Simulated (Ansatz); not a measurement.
Basis-set extrapolation for C2H7FSSi, SMILES `C[SiH2]SCF` (PBE0-D4/def2-TZVP geometry, frozen core, Ansatz). Multiplicity 1, RHF reference.

```json
{"": "HF", "def2-TZVPP": "-865.837411", "def2-QZVPP": "-865.865787"}
{"": "MP2 correlation", "def2-TZVPP": "-0.900611", "def2-QZVPP": "-0.972908"}
{"": "CCSD(T) correlation", "def2-TZVPP": "-0.992222", "def2-QZVPP": "not run"}
```

Energies in hartree. Use E(X) = E(∞) + A·exp(−7.88·√X) for Hartree–Fock and E(X) = E(∞) + B·X^(−2.97) for correlation, with X = 3 and 4, and add CCSD(T) minus MP2 of the smaller set to the MP2 limit.

What is the CCSD(T) energy at the basis-set limit?

HF limit: -865.865787 + (-0.028376) × 0.13774 = -865.86970. MP2 limit: -0.972908 + (-0.072297) × 0.74074 = -1.02646. Higher-order term: -0.992222 − (-0.900611) = -0.09161. Total: -866.98777 hartree, 4.30 eV below CCSD(T)/def2-TZVPP.
